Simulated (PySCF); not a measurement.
C₂H₈SiTe, SMILES CC[Te][SiH3].

Coordinates come from a PBE-D3(BJ)/def2-SVP optimisation. The structure was generated by enumeration, and PubChem lists no compound with its InChIKey, so it may never have been made. The def2 effective core potentials stand for the cores of Te; spin–orbit coupling is left out. One conformer was computed; it need not be the lowest.

Computed with PBE-D3(BJ)/def2-SVP run with PySCF.

Frequencies are harmonic and unscaled.

```csv
mode,ν (cm⁻¹),IR (km/mol),moving atoms (share of kinetic energy)
1,43,0.1,"H 48 %, C 32 %, Si 16 %"
2,84,0.1,"H 85 %, C 12 %"
3,116,0.3,"H 40 %, C 27 %, Si 25 %, Te 8 %"
4,244,0.2,"C 46 %, H 45 %, Te 9 %"
5,253,0.1,"H 70 %, C 25 %"
6,329,5.0,"Si 73 %, Te 19 %"
7,475,1.1,"C 69 %, H 23 %, Te 8 %"
8,526,8.8,"H 87 %, Si 10 %"
9,530,4.0,H 92 %
10,699,9.8,"H 85 %, C 14 %"
11,846,301.6,H 93 %
12,886,54.2,H 97 %
13,918,42.2,H 97 %
14,939,1.5,"H 83 %, C 17 %"
15,944,11.3,"H 82 %, C 18 %"
16,1044,0.0,"C 71 %, H 29 %"
17,1165,55.1,"H 75 %, C 25 %"
18,1201,0.5,"H 77 %, C 23 %"
19,1342,3.6,"H 80 %, C 20 %"
20,1397,2.6,"H 89 %, C 11 %"
21,1411,10.2,H 97 %
22,1419,1.6,H 96 %
23,2141,80.5,H 99 %
24,2151,88.8,H 96 %
25,2175,76.1,H 96 %
26,2960,25.3,H 97 %
27,3010,5.6,H 95 %
28,3043,13.4,"H 91 %, C 9 %"
29,3062,2.7,"H 90 %, C 10 %"
30,3083,7.1,"H 90 %, C 10 %"
```
